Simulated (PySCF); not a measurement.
BFH, SMILES [BH]F (connectivity only; charge and spin as stated), charge +1, multiplicity 1. Geometry: ωB97X-D3(BJ)/def2-TZVPD. The multiplicity is an assumed one; other spin states were not compared. The isomer is the one that the SMILES or the coordinates give; other isomers of the formula were not compared.

All values below come from PySCF with ωB97X-D3(BJ)/def2-TZVPD.

Harmonic wavenumbers (cm⁻¹): 742, 742, 1640, 2853. Rotational constants (GHz): 36.23 (linear); symmetry number 1.

Task: Work out the zero-point energy and the ideal-gas rigid-rotor harmonic-oscillator thermochemistry at 298.15 K and 1 atm.

Result: ZPE = ½ Σ hcν = ½ × 5977 cm⁻¹ = 35.75 kJ/mol. H − E(el) = 44.94 kJ/mol. Entropy in J/(mol K): translation 151.50, rotation 51.09, vibration 2.20, total 204.79. G − E(el) = -16.11 kJ/mol. Cp = 35.57 J/(mol K).
